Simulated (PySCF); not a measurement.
C8H13N.
Numbering: `[CH2:1]=[N:2][C@@H:3]1[CH2:4][CH2:5][CH2:6][C:7](=[CH2:8])[CH2:9]1`

Definitions: NICS(0) = −σiso at the ring centroid; NICS(1) = −σiso and NICS(1)zz = −σzz at ±1 Å along the ring normal z. Level: GIAO PBE0/pcSseg-1 (PySCF, non-relativistic, gas phase) on the PBE0-D3(BJ)/def2-SVP geometry, one conformer.

Ring bond lengths (Å), with Mayer bond orders in brackets: C3–C4 1.528 (0.98), C4–C5 1.523 (1.03), C5–C6 1.530 (1.02), C6–C7 1.503 (1.01), C7–C9 1.503 (1.02), C9–C3 1.534 (0.96).

Problem. Give the NICS values of each ring in ppm.

Solution. 
| ring | type | NICS(0) | NICS(1), two faces | NICS(1)zz, two faces | rms pucker (Å) | centre to ring atoms, mean (Å) |
| --- | --- | --- | --- | --- | --- | --- |
| C3–C4–C5–C6–C7–C9 | 6-membered carbocycle; formal bonds all single | -2.2 | -1.4 / -3.5 | 3.5 / 0.6 | 0.23 | 1.47 |

Problem. What do they say, and how far can they be read as aromaticity?

Solution. 
- C3–C4–C5–C6–C7–C9: mean NICS(1)zz 2.0 ppm, near zero. C3, C4, C5, C6, C9 have four or more neighbours, and the NICS criterion for π rings isn't applied.

Problem. List the ring angles and the Hirshfeld charges of the ring atoms.

Solution. 
- C3–C4–C5–C6–C7–C9: C3 110.4° (+0.015 e), C4 111.7° (-0.072 e), C5 111.4° (-0.065 e), C6 110.8° (-0.068 e), C7 114.2° (+0.013 e), C9 111.4° (-0.074 e); sum 669.9° against 720° for a flat convex ring.

Problem. How do the values depend on the level or the medium?

Solution. 
```json
{"level": "PBE0/pcSseg-1, gas", "NICS(0), C3–C4–C5–C6–C7–C9": "-2.2", "mean NICS(1)zz, C3–C4–C5–C6–C7–C9": "2.0"}
{"level": "wB97X-D/pcSseg-1, gas", "NICS(0), C3–C4–C5–C6–C7–C9": "-2.2", "mean NICS(1)zz, C3–C4–C5–C6–C7–C9": "2.1"}
```

The geometry is the same throughout.

Time: 73 s of wall time; peak memory 1.0 GiB. Hardware: one thread of an Arm Neoverse N1, no GPU, shared host with 64 logical CPUs at a one-minute load of 49. This is the whole shielding run at PBE0/pcSseg-1, SCF included.
